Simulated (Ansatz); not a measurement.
**Relaxing a trial structure of CH6Ge2**

The starting geometry of this gas-phase singlet was optimised with GFN2-xTB.

```yaml
atoms:
  - { symbol: C, position_ang: [1.0684, -1.2188, 0.0295] }
  - { symbol: Ge, position_ang: [-0.9362, 1.8123, -1.0809] }
  - { symbol: Ge, position_ang: [0.9581, 0.6404, 0.8224] }
  - { symbol: H, position_ang: [0.8328, 1.4975, -0.8705] }
  - { symbol: H, position_ang: [0.4295, -1.3483, -0.8403] }
  - { symbol: H, position_ang: [0.7811, -1.9565, 0.7816] }
  - { symbol: H, position_ang: [-0.9964, 0.4114, -1.8719] }
  - { symbol: H, position_ang: [2.0976, -1.4328, -0.2632] }
  - { symbol: H, position_ang: [-0.9004, 0.8361, 0.4392] }
```

**Question.** Predict what it relaxes into with PBE0-D3(BJ)/def2-SVP.

**Answer.** New bonds form, giving a structure with H4 bridging Ge3 and Ge2, H9 bridging Ge2 and Ge3, given below by its coordinates. Contacts that close: Ge3–H4 (1.90 → 1.78 Å), Ge3–H9 (1.91 → 1.78 Å).

The energy falls by 0.15 eV over 6 steps:

```json
{"step": "1", "E − E(last) (eV)": "0.149"}
{"step": "2", "E − E(last) (eV)": "0.070"}
{"step": "3", "E − E(last) (eV)": "0.004"}
{"step": "4", "E − E(last) (eV)": "0.001"}
{"step": "5", "E − E(last) (eV)": "0.000"}
{"step": "6", "E − E(last) (eV)": "0.000"}
```

Final geometry (Å):

```xyz
9

C     1.0329   -1.1979   -0.0074
Ge   -0.8919    1.7332   -1.0600
Ge    0.9134    0.6403    0.7611
H     0.8125    1.5146   -0.7910
H     0.4096   -1.3704   -0.8947
H     0.7523   -1.9168    0.7807
H    -0.9553    0.3445   -1.8405
H     2.0885   -1.3936   -0.2607
H    -0.8276    0.8874    0.4584
```

No frequencies were run, so the end isn't proven a minimum. Run with Ansatz 0.2.0, 12 s on 2 threads of Intel(R) Xeon(R) Platinum 8488C (Sapphire Rapids), with other jobs on the host.
